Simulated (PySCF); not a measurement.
C6H4O4 (charge -1 and doublet state).
Z-matrix (Å and degrees, GFN2-xTB geometry), rows numbered from 1:
```
O 
C   1  1.2273
C   2  1.4001  1  127.43
C   3  1.3986  2  121.70  1   179.98
C   4  1.3887  3  119.79  2     0.12
C   5  1.3754  4  118.45  3    -0.16
O   6  1.3580  5  128.20  4   179.91
C   7  1.3353  6  125.97  5     0.10
O   8  1.2288  7  129.50  6     0.12
O   6  1.3732  5  122.89  4     0.01
H   3  1.0789  2  117.05  1     0.12
H   4  1.0808  3  120.13  2   179.94
H   5  1.0758  4  122.59  3   179.95
H   8  1.1027  7  107.43  6  -179.93
```

The hyperfine couplings belong to this conformer and change with its torsions.

As a line formula: `O=c1cccc(O[CH][O-])o1` [radical] (charge -1).

Computed, not measured: UKS B3LYP, pcH-1 on C H O, non-relativistic, mean-field spin-orbit, GIAO in PySCF. Whether the extra electron is bound in the gas phase wasn't checked; a finite basis holds it in any case. Couplings are sensitive to structure, and on GFN2-xTB geometries they can be far from those on DFT ones, by a factor of two or more for some ions and for spin on atoms past the first row. Stability of the SCF solution: not tested.

Largest spin populations (Mulliken): C6 (+0.32), C4 (+0.26), C8 (+0.19) and C3 (+0.17). Four atoms exceed +0.15.

(1) Test a(H) = Q·ρ(C) for the protons on planar carbons with a spin population beyond ±0.08.

(2) Leave H13 and its like out of the fit. How well does the relation then predict its coupling?

## Answers

(1) 
| H | C | ρ(C) | a(H) (G) | a/ρ (G) |
| --- | --- | --- | --- | --- |
| H11 | C3 | +0.175 | -4.42 | -25.3 |
| H12 | C4 | +0.262 | -6.73 | -25.7 |
| H13 | C5 | -0.100 | +1.37 | -13.7 |
| H14 | C8 | +0.188 | -7.16 | -38.0 |

A least-squares line through the origin gives Q = -27.8 G with Mulliken populations. In every row coupling and population have opposite signs. Where ρ is negative the coupling is positive.

(2) The other protons give Q = -28.8 G, so a = -28.8 × -0.100 ≈ 2.89 G, against the computed 1.37 G.

Couplings in gauss use g_iso = 2.0032.

The SMILES draws the unpaired electron on C8; the largest computed Mulliken spin population is on C6 (0.32 against 0.19).
